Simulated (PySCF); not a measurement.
PySCF input (PW6B95/def2-TZVPD):

```python
from pyscf import gto, scf, dft

mol = gto.M(
    atom='''
    C    -1.04362215    0.14891845   -0.14969924
    S     0.55418527   -0.01630678    0.03077809
    H    -1.39596080    0.95534934   -0.78706621
    H    -1.76903875   -0.49975121    0.32998966
    H     0.55976817   -1.08820041    0.86282249
    ''',
    basis='def2-tzvpd',
    charge=1,
    spin=0,
    verbose=4,
)

mf = dft.RKS(mol, xc='pw6b95').density_fit(auxbasis='def2-universal-jkfit')
mf.grids.level = 3
mf.conv_tol = 1e-9
mf.max_cycle = 100
mf.max_memory = 1500
mf.kernel()
if not mf.converged:
    mf = mf.newton()
    mf.kernel(mf.make_rdm1())
mf.analyze()
```

Output:

```
PySCF version 2.14.0

[INPUT] verbose = 4
[INPUT] num. atoms = 5
[INPUT] num. electrons = 24
[INPUT] charge = 1
[INPUT] spin (= nelec alpha-beta = 2S) = 0
[INPUT] symmetry False subgroup None
[INPUT] Mole.unit = angstrom
[INPUT] Symbol           X                Y                Z      unit          X                Y                Z       unit  Magmom
[INPUT]  1 C     -1.043622150000   0.148918450000  -0.149699240000 AA   -1.972160041030   0.281415085395  -0.282890564656 Bohr   0.0
[INPUT]  2 S      0.554185270000  -0.016306780000   0.030778090000 AA    1.047258382568  -0.030815348174   0.058162160737 Bohr   0.0
[INPUT]  3 H     -1.395960800000   0.955349340000  -0.787066210000 AA   -2.637983592629   1.805348605884  -1.487339578799 Bohr   0.0
[INPUT]  4 H     -1.769038750000  -0.499751210000   0.329989660000 AA   -3.342998741243  -0.944392917320   0.623590081338 Bohr   0.0
[INPUT]  5 H      0.559768170000  -1.088200410000   0.862822490000 AA    1.057808534549  -2.056400743539   1.630498200215 Bohr   0.0

nuclear repulsion = 52.7557329114484
number of shells = 44
number of NR pGTOs = 157
number of NR cGTOs = 110
basis = def2-tzvpd
ecp = {}

******** <class 'pyscf.df.df_jk.DFRKS'> ********
method = DFRKS
initial guess = minao
damping factor = 0
level_shift factor = 0
DIIS = <class 'pyscf.scf.diis.CDIIS'>
diis_start_cycle = 1
diis_space = 8
diis_damp = 0
SCF conv_tol = 1e-09
SCF conv_tol_grad = None
SCF max_cycles = 100
direct_scf = False
XC library pyscf.dft.libxc version 7.1.2
    S. Lehtola, C. Steigemann, M. J. T. Oliveira, and M. A. L. Marques,  SoftwareX 7, 1–5 (2018)
XC functionals = pw6b95
    Y. Zhao and D. G. Truhlar,  J. Phys. Chem. A 109, 5656 (2005)
radial grids:
    Treutler-Ahlrichs [JCP 102, 346 (1995); DOI:10.1063/1.469408] (M4) radial grids

becke partition: Becke, JCP 88, 2547 (1988); DOI:10.1063/1.454033
pruning grids: <function nwchem_prune>
grids dens level: 3
symmetrized grids: False
atomic radii adjust function: <function treutler_atomic_radii_adjust>
small_rho_cutoff = 0
Set gradient conv threshold to 3.16228e-05
Initial guess from minao.
tot grids = 62424
******** <class 'pyscf.df.df.DF'> ********
auxbasis = def2-universal-jkfit
init E= -438.591640938109
  HOMO = -0.364104070075068  LUMO = -0.156318495672334  gap/eV = 5.65413
cycle= 1 E= -438.152706047872  delta_E= 0.439  |g|= 0.184  |ddm|= 1.53
  HOMO = -0.655934172803186  LUMO = -0.395510001796659  gap/eV = 7.08650
cycle= 2 E= -438.160160523762  delta_E= -0.00745  |g|= 0.144  |ddm|= 0.297
  HOMO = -0.626028001354351  LUMO = -0.362371855447641  gap/eV = 7.17445
cycle= 3 E= -438.164240593461  delta_E= -0.00408  |g|= 0.0599  |ddm|= 0.13
  HOMO = -0.622378335671682  LUMO = -0.362571100550078  gap/eV = 7.06971
cycle= 4 E= -438.165054816432  delta_E= -0.000814  |g|= 0.0261  |ddm|= 0.0601
  HOMO = -0.622512370976797  LUMO = -0.361003549117715  gap/eV = 7.11602
cycle= 5 E= -438.165238844854  delta_E= -0.000184  |g|= 0.0016  |ddm|= 0.0194
  HOMO = -0.622293064446549  LUMO = -0.360931995522442  gap/eV = 7.11200
cycle= 6 E= -438.165239455697  delta_E= -6.11e-07  |g|= 0.000682  |ddm|= 0.00223
  HOMO = -0.622388160086318  LUMO = -0.360985704660436  gap/eV = 7.11312
cycle= 7 E= -438.165239576608  delta_E= -1.21e-07  |g|= 0.000101  |ddm|= 0.000588
  HOMO = -0.622393598920456  LUMO = -0.360985125621017  gap/eV = 7.11329
cycle= 8 E= -438.165239579407  delta_E= -2.8e-09  |g|= 2.1e-05  |ddm|= 0.000105
  HOMO = -0.622394125839259  LUMO = -0.36098601205401  gap/eV = 7.11328
cycle= 9 E= -438.165239579532  delta_E= -1.25e-10  |g|= 2.35e-06  |ddm|= 2.01e-05
  HOMO = -0.62239379838717  LUMO = -0.36098550460952  gap/eV = 7.11328
Extra cycle  E= -438.165239579533  delta_E= -3.98e-13  |g|= 1.43e-06  |ddm|= 3.4e-06
converged SCF energy = -438.165239579533
**** SCF Summaries ****
Total Energy =                        -438.165239579532738
Nuclear Repulsion Energy =              52.755732911448419
One-electron Energy =                 -700.152894146664607
Two-electron Energy =                  209.231921655683408
Two-electron Coulomb Energy =          241.537269718447789
DFT Exchange-Correlation Energy =      -32.305348062764374
HOMO-LUMO gap [eV] =                     7.113281990813190
**** MO energy ****
MO #1   energy= -89.5678369525799  occ= 2
MO #2   energy= -10.6450686688477  occ= 2
MO #3   energy= -8.36941344118069  occ= 2
MO #4   energy= -6.30349098539588  occ= 2
MO #5   energy= -6.30189763801379  occ= 2
MO #6   energy= -6.2994867479656   occ= 2
MO #7   energy= -1.13315272420288  occ= 2
MO #8   energy= -0.923534010453743 occ= 2
MO #9   energy= -0.778947153228962 occ= 2
MO #10  energy= -0.721730108786836 occ= 2
MO #11  energy= -0.639704189409777 occ= 2
MO #12  energy= -0.62239379838717  occ= 2
MO #13  energy= -0.36098550460952  occ= 0
MO #14  energy= -0.23423309700787  occ= 0
MO #15  energy= -0.175646993104632 occ= 0
MO #16  energy= -0.145962911265588 occ= 0
MO #17  energy= -0.123416949944243 occ= 0
MO #18  energy= -0.109597270808145 occ= 0
MO #19  energy= -0.10799776747047  occ= 0
MO #20  energy= -0.0943719038805927 occ= 0
MO #21  energy= -0.080204867097705 occ= 0
MO #22  energy= -0.0647349958878457 occ= 0
MO #23  energy= -0.0568621460511747 occ= 0
MO #24  energy= -0.0352800391764812 occ= 0
MO #25  energy= -0.00742358194168424 occ= 0
MO #26  energy= 0.0109513034023756 occ= 0
MO #27  energy= 0.0290358343405237 occ= 0
MO #28  energy= 0.0343513999464691 occ= 0
MO #29  energy= 0.0399478088757678 occ= 0
MO #30  energy= 0.0535988693424533 occ= 0
MO #31  energy= 0.0799309373964949 occ= 0
MO #32  energy= 0.0914243100740305 occ= 0
MO #33  energy= 0.0992066400493672 occ= 0
MO #34  energy= 0.110671923857682  occ= 0
MO #35  energy= 0.132632670149546  occ= 0
MO #36  energy= 0.152024795462005  occ= 0
MO #37  energy= 0.155856518500478  occ= 0
MO #38  energy= 0.165664678319978  occ= 0
MO #39  energy= 0.169944431475286  occ= 0
MO #40  energy= 0.179555857292923  occ= 0
MO #41  energy= 0.187650873106458  occ= 0
MO #42  energy= 0.196607080622591  occ= 0
MO #43  energy= 0.2406301850632    occ= 0
MO #44  energy= 0.257924159456954  occ= 0
MO #45  energy= 0.265893226556013  occ= 0
MO #46  energy= 0.283321324938261  occ= 0
MO #47  energy= 0.294572948668365  occ= 0
MO #48  energy= 0.345399008473979  occ= 0
MO #49  energy= 0.370911301119662  occ= 0
MO #50  energy= 0.389238340947585  occ= 0
MO #51  energy= 0.420408498092513  occ= 0
MO #52  energy= 0.467909214070478  occ= 0
MO #53  energy= 0.485534569348584  occ= 0
MO #54  energy= 0.492019389981461  occ= 0
MO #55  energy= 0.509177835800052  occ= 0
MO #56  energy= 0.537487086004237  occ= 0
MO #57  energy= 0.585056030023569  occ= 0
MO #58  energy= 0.710757862960428  occ= 0
MO #59  energy= 0.746415712084769  occ= 0
MO #60  energy= 0.825110688856791  occ= 0
MO #61  energy= 0.831567989698458  occ= 0
MO #62  energy= 0.897138228652182  occ= 0
MO #63  energy= 1.15380928222748   occ= 0
MO #64  energy= 1.22742732594126   occ= 0
MO #65  energy= 1.27084272524341   occ= 0
MO #66  energy= 1.30463773977178   occ= 0
MO #67  energy= 1.31487618220172   occ= 0
MO #68  energy= 1.31723803909657   occ= 0
MO #69  energy= 1.33540528164154   occ= 0
MO #70  energy= 1.3364264947846    occ= 0
MO #71  energy= 1.37697972394658   occ= 0
MO #72  energy= 1.46011502261677   occ= 0
MO #73  energy= 1.48557758984836   occ= 0
MO #74  energy= 1.54555866035951   occ= 0
MO #75  energy= 1.56091008887763   occ= 0
MO #76  energy= 1.614347983575     occ= 0
MO #77  energy= 1.61816575798186   occ= 0
MO #78  energy= 1.62411885338403   occ= 0
MO #79  energy= 1.75264975185519   occ= 0
MO #80  energy= 1.79810074731956   occ= 0
MO #81  energy= 1.81437666499148   occ= 0
MO #82  energy= 1.85231679916999   occ= 0
MO #83  energy= 1.921565566709     occ= 0
MO #84  energy= 1.94136062880139   occ= 0
MO #85  energy= 2.01719273916458   occ= 0
MO #86  energy= 2.09857890515443   occ= 0
MO #87  energy= 2.25279258839174   occ= 0
MO #88  energy= 2.3165476342558    occ= 0
MO #89  energy= 2.35616686386773   occ= 0
MO #90  energy= 2.46165602087773   occ= 0
MO #91  energy= 2.51215186957403   occ= 0
MO #92  energy= 2.61274652627046   occ= 0
MO #93  energy= 2.75830011016451   occ= 0
MO #94  energy= 2.77986250033383   occ= 0
MO #95  energy= 2.8193641046961    occ= 0
MO #96  energy= 2.85143996955664   occ= 0
MO #97  energy= 2.93077451935684   occ= 0
MO #98  energy= 3.03553041228149   occ= 0
MO #99  energy= 3.16052780225947   occ= 0
MO #100 energy= 3.16774480979226   occ= 0
MO #101 energy= 3.18833269543174   occ= 0
MO #102 energy= 3.39713454383347   occ= 0
MO #103 energy= 3.46173440568752   occ= 0
MO #104 energy= 3.92587144799495   occ= 0
MO #105 energy= 4.24924131690139   occ= 0
MO #106 energy= 8.64347861776777   occ= 0
MO #107 energy= 8.79835726271996   occ= 0
MO #108 energy= 9.09427730716532   occ= 0
MO #109 energy= 19.9045471826361   occ= 0
MO #110 energy= 21.9069229546979   occ= 0
 ** Mulliken pop on meta-lowdin orthogonal AOs  **
 ** Mulliken pop  **
pop of  0 C 1s            1.99993
pop of  0 C 2s            1.13274
pop of  0 C 3s            0.00496
pop of  0 C 4s            0.00092
pop of  0 C 5s            0.00022
pop of  0 C 6s            0.00053
pop of  0 C 2px           1.07875
pop of  0 C 2py           1.02115
pop of  0 C 2pz           0.87517
pop of  0 C 3px           0.00633
pop of  0 C 3py           0.00288
pop of  0 C 3pz           0.00185
pop of  0 C 4px           0.00051
pop of  0 C 4py           0.00127
pop of  0 C 4pz           0.00103
pop of  0 C 3dxy          0.00212
pop of  0 C 3dyz          0.00260
pop of  0 C 3dz^2         0.00187
pop of  0 C 3dxz          0.00284
pop of  0 C 3dx2-y2       0.00467
pop of  0 C 4dxy          0.00103
pop of  0 C 4dyz          0.00031
pop of  0 C 4dz^2         0.00014
pop of  0 C 4dxz          0.00059
pop of  0 C 4dx2-y2       0.00019
pop of  0 C 5dxy          0.00134
pop of  0 C 5dyz          0.00035
pop of  0 C 5dz^2         0.00006
pop of  0 C 5dxz          0.00132
pop of  0 C 5dx2-y2       0.00016
pop of  0 C 4f-3          0.00079
pop of  0 C 4f-2          0.00064
pop of  0 C 4f-1          0.00021
pop of  0 C 4f+0          0.00076
pop of  0 C 4f+1          0.00065
pop of  0 C 4f+2          0.00055
pop of  0 C 4f+3          0.00124
pop of  1 S 1s            1.99999
pop of  1 S 2s            1.99976
pop of  1 S 3s            1.65866
pop of  1 S 4s            0.00428
pop of  1 S 5s            0.00120
pop of  1 S 6s            0.00066
pop of  1 S 2px           1.99991
pop of  1 S 2py           1.99991
pop of  1 S 2pz           1.99991
pop of  1 S 3px           1.15594
pop of  1 S 3py           1.26318
pop of  1 S 3pz           1.27581
pop of  1 S 4px           0.01125
pop of  1 S 4py           0.01224
pop of  1 S 4pz           0.00994
pop of  1 S 5px           0.00249
pop of  1 S 5py           0.00018
pop of  1 S 5pz           0.00015
pop of  1 S 6px           0.00018
pop of  1 S 6py           0.00003
pop of  1 S 6pz           0.00003
pop of  1 S 7px           0.00007
pop of  1 S 7py           0.00002
pop of  1 S 7pz           0.00002
pop of  1 S 3dxy          0.00605
pop of  1 S 3dyz          0.01154
pop of  1 S 3dz^2         0.00347
pop of  1 S 3dxz          0.00822
pop of  1 S 3dx2-y2       0.01169
pop of  1 S 4dxy          0.00107
pop of  1 S 4dyz          0.00057
pop of  1 S 4dz^2         0.00024
pop of  1 S 4dxz          0.00060
pop of  1 S 4dx2-y2       0.00100
pop of  1 S 5dxy          0.00017
pop of  1 S 5dyz          0.00010
pop of  1 S 5dz^2         0.00029
pop of  1 S 5dxz          0.00013
pop of  1 S 5dx2-y2       0.00080
pop of  1 S 4f-3          0.00020
pop of  1 S 4f-2          0.00004
pop of  1 S 4f-1          0.00026
pop of  1 S 4f+0          0.00016
pop of  1 S 4f+1          0.00025
pop of  1 S 4f+2          0.00064
pop of  1 S 4f+3          0.00035
pop of  2 H 1s            0.76212
pop of  2 H 2s            0.00784
pop of  2 H 3s            0.00460
pop of  2 H 2px           0.00147
pop of  2 H 2py           0.00077
pop of  2 H 2pz           0.00049
pop of  2 H 3px           0.00154
pop of  2 H 3py           0.00063
pop of  2 H 3pz           0.00046
pop of  3 H 1s            0.76882
pop of  3 H 2s            0.00752
pop of  3 H 3s            0.00463
pop of  3 H 2px           0.00163
pop of  3 H 2py           0.00055
pop of  3 H 2pz           0.00032
pop of  3 H 3px           0.00095
pop of  3 H 3py           0.00078
pop of  3 H 3pz           0.00057
pop of  4 H 1s            0.81442
pop of  4 H 2s            0.01263
pop of  4 H 3s            0.00205
pop of  4 H 2px           0.00044
pop of  4 H 2py           0.00338
pop of  4 H 2pz           0.00211
pop of  4 H 3px           0.00176
pop of  4 H 3py           0.00058
pop of  4 H 3pz           0.00059
 ** Mulliken atomic charges  **
charge of    0C =     -0.15272
charge of    1S =      0.55635
charge of    2H =      0.22009
charge of    3H =      0.21422
charge of    4H =      0.16206

WARN: System has nonzero charge 1; the dipole moment is origin-dependent.
Location of origin: [0. 0. 0.]

Dipole moment(X, Y, Z, Debye): -1.48203, -0.59955,  0.41683
```

It need not be the lowest isomer of its formula.
